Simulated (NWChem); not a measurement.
**Basis-set convergence for H3FGeSi**

```xyz
6

Ge    -0.4321    -0.6749     0.0000
F     -1.5384     0.7012     0.0000
Si     1.5569     0.8380     0.0000
H      1.5017     1.7182     1.2128
H      1.5017     1.7182    -1.2128
H      2.8719     0.1184     0.0000
```
Charge 0, spin multiplicity 1.

Program: NWChem. Structure: optimised with PBE0/def2-SVP, a minimum by its harmonic frequencies.

Quantity: vertical ionisation energy at the level ΔMP2 (Δ: difference of total energies, the cation a doublet at the parent's geometry with its hole in an orbital of symmetry a' (Cs labels); it is the state that the SCF runs reached, from PBE0 orbitals for Hartree-Fock references, and need not be the lowest).

The Hamiltonian is non-relativistic. The correlated methods keep 15 core orbitals frozen. The Pople sets run with spherical d functions. The structure started from a generated list of species. The stability of the SCF solutions was not checked. Open-shell Hartree-Fock references start from PBE0 orbitals; any time given for them includes that run.

The cost column gives rough processor time relative to STO-3G; each entry includes its own SCF.

Problem. In aug-cc-pVTZ the value is 8.71 eV. Among STO-3G, 3-21G, cc-pVDZ, pcseg-1, def2-SVP, 6-311G**, aug-cc-pVDZ, aug-pcseg-1, def2-TZVPP, which is the smallest basis within 0.1 eV of it?

Solution. def2-TZVPP, with 163 functions against 224 and about 3 % of the time. aug-cc-pVTZ isn't the basis-set limit itself, and a small set can land close by cancellation.

```json
[
 {"basis": "STO-3G", "functions": "35", "vertical ionisation energy (eV)": "4.98", "relative cost": "1"},
 {"basis": "3-21G", "functions": "50", "vertical ionisation energy (eV)": "8.01", "relative cost": "under 3"},
 {"basis": "cc-pVDZ", "functions": "74", "vertical ionisation energy (eV)": "8.42", "relative cost": "20"},
 {"basis": "pcseg-1", "functions": "74", "vertical ionisation energy (eV)": "8.50", "relative cost": "5"},
 {"basis": "def2-SVP", "functions": "79", "vertical ionisation energy (eV)": "8.48", "relative cost": "3"},
 {"basis": "6-311G**", "functions": "106", "vertical ionisation energy (eV)": "8.48", "relative cost": "4"},
 {"basis": "aug-cc-pVDZ", "functions": "113", "vertical ionisation energy (eV)": "8.55", "relative cost": "30"},
 {"basis": "aug-pcseg-1", "functions": "113", "vertical ionisation energy (eV)": "8.53", "relative cost": "9"},
 {"basis": "def2-TZVPP", "functions": "163", "vertical ionisation energy (eV)": "8.66", "relative cost": "20"},
 {"basis": "aug-cc-pVTZ", "functions": "224", "vertical ionisation energy (eV)": "8.71", "relative cost": "600"}
]
```
